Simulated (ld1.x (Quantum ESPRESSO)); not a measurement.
# What the settings do to the TM potential of rhodium

Base potential:

Rh (Z = 45), norm-conserving Troullier–Martins (Kleinman–Bylander form), made with ld1.x (Quantum ESPRESSO) 7.5 (PBEsol, scalar-relativistic). Core [Ar] 3d10, reference 4s2 4p6 4d8 5s0.5 5p0 (charge +0.5). Waves: 4p (bound): rc 1.25 bohr; 4d (bound): rc 1.30 bohr; 4s (bound): rc 1.40 bohr. Local part: the s channel. Core correction: a·sin(br)/r model core, default radius (core density twice the valence density).

Occupied shells without a wave of their own: 5s. They enter only through the test configuration that unscreens the potential, and ld1.x also counts them in the model core charge.

Cutoffs, loose and tight: the cutoffs (Ry, on a coarse ladder) from which the occupation-weighted sum of valence levels, in a spherical-Bessel basis at the reference potential, stays within 10 and 1 mRy of its value at 400 Ry. They do not see the model core or the augmentation charge, which bear on the density cutoff. Test errors are all-electron minus pseudo excitation energies from the reference, over the configurations 4s2 4p6 4d8 5s1 5p0; 4s2 4p6 4d8 5s0 5p0; 4s2 4p6 4d7 5s0 5p0; 4s2 4p6 4d7 5s2 5p0; 4s2 4p6 4d9 5s0 5p0; 4s2 4p6 4d6 5s0 5p0; 4s2 4p6 4d8.5 5s0.5 5p0. A dash means not determined; rows that change the core or the reference have their own tests.

With those shells counted twice in exchange and correlation these files are broken, and their errors move erratically; no question is asked of them.

The default core radius of the base comes out at 0.64 bohr.

| change | outcome | cutoff, loose | cutoff, tight | bound ghosts | largest test error (meV) |
| --- | --- | --- | --- | --- | --- |
| base | generated, misses its reference levels by 0.74 eV | 100 Ry | 140 Ry | none | +1141 |
| core correction none | generated, misses its reference levels by 0.74 eV | 100 Ry | 140 Ry | none | +1192 |
| core correction a·sin(br)/r model core inside 0.66 bohr | generated, misses its reference levels by 0.74 eV | 100 Ry | 140 Ry | none | +1141 |
| core correction a·sin(br)/r model core inside 0.80 bohr | generated, misses its reference levels by 0.74 eV | 100 Ry | 140 Ry | none | +1143 |
| core correction a·sin(br)/r model core inside 1.02 bohr | generated, misses its reference levels by 0.74 eV | 100 Ry | 140 Ry | none | +1147 |
| core correction a·sin(br)/r model core inside 1.26 bohr | generated, misses its reference levels by 0.74 eV | 100 Ry | 140 Ry | none | +1150 |
| core correction full core density, not smoothed (it rises at the typed radius of 1.44 bohr, so ld1.x skipped the fit) | generated, misses its reference levels by 0.74 eV | 100 Ry | 140 Ry | none | +1140 |
